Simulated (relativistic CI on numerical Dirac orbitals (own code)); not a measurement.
# Re64+: sensitivity of the levels to the model

Base calculation: Dirac-Coulomb-Breit CI, orbitals from a KLI potential per configuration, QED by a radiative potential, unscaled Slater integrals.

Configurations in the expansion (outside the closed core [Ne]): 3s, 3p, 3d, 4s, 4p, 4d, 4f, 5s, 5p, 5d, 5f, 5g, 6s, 6p, 6d. Levels of other configurations are missing.

Variants: (1) QED terms removed. Shifts of the energy above 3s 2S_1/2, in eV, for the lowest level and the first level of each name with at least 55 % of one term (blank where a level changes its place among those of its configuration and J or its character, or is not in the variant):

| Level | Base | Δ(1) |
| --- | --- | --- |
| 3s 2S_1/2 | 0.00 | 0.00 |
| 3p 2P°_1/2 | 163.23 | +5.07 |
| 3p 2P°_3/2 | 561.60 | +4.68 |
| 3d 2D_3/2 | 751.56 | +5.64 |
| 3d 2D_5/2 | 841.92 | +5.41 |
| 4s 2S_1/2 | 3360.03 | +3.25 |
| 4p 2P°_1/2 | 3427.41 | +5.32 |
| 4p 2P°_3/2 | 3590.54 | +5.15 |
| 4d 2D_3/2 | 3662.61 | +5.53 |
| 4d 2D_5/2 | 3701.66 | +5.43 |
| 4f 2F°_5/2 | 3739.33 | +5.51 |
| 4f 2F°_7/2 | 3756.50 | +5.46 |
| 5s 2S_1/2 | 4854.57 | +4.37 |
| 5p 2P°_1/2 | 4888.38 | +5.40 |

At this charge energies of transitions that change n are usually good to better than 1 %, and those within a shell (Δn = 0) to a few per cent.

Ionisation energy from the two ground configurations alone: base 7365.69 eV; QED terms removed 7371.19 eV. The NIST ASD value (theoretical) is 7366 eV.
